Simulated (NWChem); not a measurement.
C4H6O; SMILES C=C=COC

```xyz
11

C      0.3872    -2.1852     0.0000
C     -0.2593    -1.0471     0.0000
C     -0.9543     0.0688     0.0000
O     -0.4771     1.3497     0.0000
C      0.9380     1.4765     0.0000
H      0.6730    -2.6892     0.9242
H      0.6730    -2.6892    -0.9242
H     -2.0413     0.0650     0.0000
H      1.1493     2.5474     0.0000
H      1.3756     1.0091     0.8918
H      1.3756     1.0091    -0.8918
```
Atoms are numbered in this order, from 1.

Computed with NWChem. Pople sets run with spherical d functions. Coordinates come from a B3LYP/6-31G* (spherical d) optimisation. Level: B3LYP/6-31G* with SMD (1 M gas to 1 M solution), gas-phase geometry.

Task: Estimate the computed values for solvent toluene. Quantities: solvation free energy (kcal/mol); cavity-dispersion-structure term (kcal/mol); dipole in solution (D).

Result: 
* **solvation free energy (kcal/mol)**: -2.3
* **cavity-dispersion-structure term (kcal/mol)**: -0.5
* **dipole in solution (D)**: 1.18
